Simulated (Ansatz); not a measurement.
The cluster W2O5⁻: single points at one geometry.

```yaml
crystal:
  periodic: [false, false, false]
  atoms:
    - {symbol: W, position_ang: [-0.009451, 0.358074, -1.050055]}
    - {symbol: W, position_ang: [-0.265812, -0.380086, 1.563706]}
    - {symbol: O, position_ang: [-1.034361, -1.107360, 0.018356]}
    - {symbol: O, position_ang: [0.256734, 1.253721, 0.812184]}
    - {symbol: O, position_ang: [0.779129, -1.304716, 2.616732]}
    - {symbol: O, position_ang: [-1.138735, 1.298079, -2.010601]}
    - {symbol: O, position_ang: [1.412496, -0.117703, -1.950322]}
basis:
  gaussian: {orbitals: def2-TZVPD, initial_orbitals: start.molden}
total_charge: -1
magnetization: {spin_polarized: true, initial_magnetization: 1}
hamiltonian: {xc: {name: PBE-QIDH}}
scf: {omitted_lower_state_checks: [starts]}
```

The file start.molden holds the orbitals of an earlier run on this structure, at another level or in another basis.

```sh
$ ansatz run in.yaml --threads 4 --pin off --events-out ev --progress --plain --max-ram 4787MiB
```

Output, abridged:

```
Functional definition: PBE-QIDH
1985 factors; integrals over basis functions are off by at most 7.3e-4 eV
mean field evaluation 1: about -13857.7749 eV, gradient 1.5e1 eV
mean field evaluation 2: about -13858.6002 eV, gradient 1.1e0 eV
mean field evaluation 4: about -13859.3014 eV, gradient 7.4e-2 eV
mean field evaluation 8: about -13859.3064 eV, gradient 2.0e-1 eV
mean field evaluation 16: about -13859.3140 eV, gradient 9.9e-6 eV
mean field -13859.31398703 eV, -509.3203948429 hartree, gradient 9.9e-6 eV, S^2 1.064037; 0 other end points of the search recorded, 0 dependent functions left out
5 core orbitals not correlated: weight in the atoms' cores, before any rotation towards them, 1.000 or more for the frozen orbitals, at most 0.000 for the correlated occupied ones
reference -13859.31400806 eV, -509.3203956159 hartree; 30, 29 occupied and 251, 252 virtual orbitals, 1985 factors
second order -64.72317224 eV of doubles, -0.00000000 eV of singles
Total energy: -13880.88839881 eV, -510.1132398521 hartree
Checks for a lower state left out: starts
```

Run time 40 s (4 threads of Arm Neoverse V2 on a shared host), peak host memory 1.4 GiB.

Geometry: PBE-D4/def2-SVPD.

In the def2 sets W takes a core potential; there is no spin–orbit coupling. Correlated methods freeze 5 core orbitals; core or outer-core shells of W are correlated, in sets that lack core-valence functions. The charge -1 doublet is spin-contaminated (final ⟨S²⟩ up to 1.06, 0.75 for a pure state). No other spin state of charge -1 was run. Another isomer (doublet) lies 0.32 eV lower at PBE0-D4/def2-TZVPD; other spin states weren't run for this one.
